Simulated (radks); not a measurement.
Species: Ce16+. Configuration: [Kr] 4d5 5s1 (not the ground configuration).

Calculated with a radial shooting solver on a logarithmic mesh with Libxc functionals: Dirac Kohn-Sham, PBE, spin-unpolarised, spherical densities, finite nucleus; open shells fill j = l - 1/2 first; Fermi nuclear charge, rms radius 4.8771 fm.

Energy parts (hartree):
| part | energy |
|---|---|
| total | -8768.4067 |
| kinetic | 9414.9013 |
| electron-nucleus | -20798.6201 |
| Hartree | 2811.9837 |
| exchange-correlation | -196.6717 |

Orbitals (lengths in bohr, moments of r in powers of bohr; r(90%) holds 90 % of the orbital's charge):
| orbital | occ. | eigenvalue (hartree) | <1/r> | <r> | r(90%) | <r^4> |
|---|---|---|---|---|---|---|
| 1s1/2 | 2 | -1492.184 | 63.34 | 0.02457 | 0.0443 | 1.776e-06 |
| 2s1/2 | 2 | -250.3160 | 14.94 | 0.1047 | 0.163 | 0.0002917 |
| 2p1/2 | 2 | -237.1300 | 14.92 | 0.08792 | 0.145 | 0.0001835 |
| 2p3/2 | 4 | -220.7107 | 13.51 | 0.09412 | 0.153 | 0.0002288 |
| 3s1/2 | 2 | -64.21296 | 5.410 | 0.2774 | 0.407 | 0.01171 |
| 3p1/2 | 2 | -58.64114 | 5.324 | 0.2670 | 0.401 | 0.01087 |
| 3p3/2 | 4 | -55.38652 | 4.974 | 0.2790 | 0.418 | 0.01281 |
| 3d3/2 | 4 | -45.68213 | 4.841 | 0.2497 | 0.391 | 0.009691 |
| 3d5/2 | 6 | -44.97995 | 4.752 | 0.2535 | 0.395 | 0.01020 |
| 4s1/2 | 2 | -22.48242 | 2.343 | 0.6113 | 0.871 | 0.2502 |
| 4p1/2 | 2 | -20.34178 | 2.258 | 0.6221 | 0.895 | 0.2768 |
| 4p3/2 | 4 | -19.55109 | 2.149 | 0.6438 | 0.925 | 0.3161 |
| 4d3/2 | 4 | -15.98780 | 1.990 | 0.6651 | 0.978 | 0.3865 |
| 4d5/2 | 1 | -15.83425 | 1.964 | 0.6717 | 0.987 | 0.4010 |
| 4f5/2 | 0 | -11.65787 | 1.695 | 0.6943 | 1.06 | 0.5147 |
| 4f7/2 | 0 | -11.63053 | 1.688 | 0.6967 | 1.06 | 0.5208 |
| 5s1/2 | 1 | -10.84252 | 1.197 | 1.167 | 1.62 | 3.103 |
| 5p1/2 | 0 | -9.98603 | 1.147 | 1.211 | 1.69 | 3.644 |
| 5p3/2 | 0 | -9.72842 | 1.107 | 1.242 | 1.74 | 4.030 |
| 6s1/2 | 0 | -6.45011 | 0.7381 | 1.903 | 2.61 | 21.42 |

The highest occupied level is 5s1/2 at -295.04 eV. The configuration is held as typed, so some empty levels lie below it. The density falls to 0.001 e/bohr^3 at r = 2.08 bohr. Summed over all electrons, <r^2> = 9.188 bohr^2, which gives a Langevin (diamagnetic) susceptibility term of -7.28 x 10^-6 cm^3/mol. The electron density at the nucleus is 3.832e+05 e/bohr^3.
